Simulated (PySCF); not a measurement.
Magnetisability: SMILES P([SiH2]C[SiH3])[SiH3], CH11PSi3

Molfile (atoms numbered from 1):
```
CH11PSi3
     RDKit          3D

 16 15  0  0  0  0  0  0  0  0999 V2000
   -2.4569    0.6559    0.6099 Si  0  0  0  0  0  4  0  0  0  0  0  0
   -1.3482   -0.0103   -0.7608 C   0  0  0  0  0  0  0  0  0  0  0  0
   -0.2033   -1.4210   -0.2707 Si  0  0  0  0  0  4  0  0  0  0  0  0
    0.9313   -0.8261    1.6037 P   0  0  0  0  0  0  0  0  0  0  0  0
    2.0038    0.9288    0.6666 Si  0  0  0  0  0  4  0  0  0  0  0  0
   -3.3362    1.7449    0.0832 H   0  0  0  0  0  0  0  0  0  0  0  0
   -3.3204   -0.4374    1.1515 H   0  0  0  0  0  0  0  0  0  0  0  0
   -1.6289    1.2091    1.7238 H   0  0  0  0  0  0  0  0  0  0  0  0
   -0.7435    0.8227   -1.1594 H   0  0  0  0  0  0  0  0  0  0  0  0
   -1.9847   -0.3627   -1.5911 H   0  0  0  0  0  0  0  0  0  0  0  0
    0.7280   -1.7531   -1.3949 H   0  0  0  0  0  0  0  0  0  0  0  0
   -1.0044   -2.6411    0.0537 H   0  0  0  0  0  0  0  0  0  0  0  0
    2.0019   -1.7483    1.3906 H   0  0  0  0  0  0  0  0  0  0  0  0
    2.4653    0.6708   -0.7342 H   0  0  0  0  0  0  0  0  0  0  0  0
    1.0495    2.0784    0.6442 H   0  0  0  0  0  0  0  0  0  0  0  0
    3.1820    1.2867    1.5107 H   0  0  0  0  0  0  0  0  0  0  0  0
  1  2  1  0
  2  3  1  0
  3  4  1  0
  4  5  1  0
  1  6  1  0
  1  7  1  0
  1  8  1  0
  2  9  1  0
  2 10  1  0
  3 11  1  0
  3 12  1  0
  4 13  1  0
  5 14  1  0
  5 15  1  0
  5 16  1  0
M  END
```

Method used: PySCF 2.14.0, GIAO B3LYP/pcSseg-1 magnetisability, rotational g tensor and spin-rotation constants, non-relativistic, gas phase. Geometry: PBE0-D3(BJ)/def2-SVP.

(1) How diamagnetic is it, and how anisotropic?

(2) Split it along the inertial axes a, b, c into diamagnetic and paramagnetic parts about the centre of mass, with the quadrupole moment.

(3) And the rotational g tensor?

Answers

(1) Isotropic -1552 × 10⁻³⁰ J/T², or -93.4 × 10⁻⁶ cm³/mol; principal values -1596, -1538, -1521 × 10⁻³⁰ J/T², anisotropy 67 × 10⁻³⁰ J/T² (root of half the summed squared differences of the principal values). The susceptibility is in cgs units.

(2) 
```csv
axis,χ (10⁻⁶ cm³/mol),diamagnetic (10⁻⁶ cm³/mol),paramagnetic (10⁻⁶ cm³/mol),summed x² of all electrons (Å²),quadrupole Θ (D Å)
a,-94.4,-661.7,567.3,236.9,+2.38
b,-93.8,-1256.4,1162.6,96.8,+0.47
c,-92.1,-1415.7,1323.6,59.2,-2.85
```
Anisotropies 2χaa − χbb − χcc = -2.8 and 2χbb − χaa − χcc = -1.1 × 10⁻⁶ cm³/mol. Θ is traceless in Buckingham's convention.

(3) 
```csv
axis,rotational constant (GHz),g,nuclear part,electronic part
a,2.3602,-0.0298,0.5992,-0.6290
b,1.0732,-0.0133,0.5729,-0.5862
c,0.9440,-0.0115,0.5755,-0.5870
```
Asymmetric top; isotopes 12C, 1H, 31P, 28Si; no vibrational averaging.
